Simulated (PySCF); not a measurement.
C2H8Hf, SMILES [CH3][HfH2][CH3], multiplicity 1.

The structure is a stationary point at r2SCAN-D4/def2-SVP. The multiplicity is an assumed one; no other spin state was optimised. The structure was generated by enumeration; whether it is a known compound was not checked. The def2 effective core potentials stand for the cores of Hf; spin–orbit coupling is left out.

Level of theory: PBE/def2-TZVPD in PySCF.

Symmetry labels are those of the subgroup C2v that the program uses (full group C2v).

**Question.** List the valence orbital energies around the gap with their symmetry. (Estimate from the structure and the level; the computed values follow.)

**Answer.** 
```tsv
orbital	symmetry	energy (eV)
HOMO−7	A1	-9.89
HOMO−6	A2	-9.74
HOMO−5	B2	-9.70
HOMO−4	B1	-9.54
HOMO−3	A1	-7.76
HOMO−2	B2	-6.55
HOMO−1	A1	-6.54
HOMO	B1	-6.51
LUMO	A1	-2.20
LUMO+1	A2	-2.03
LUMO+2	B2	-1.36
LUMO+3	A1	-1.30
```
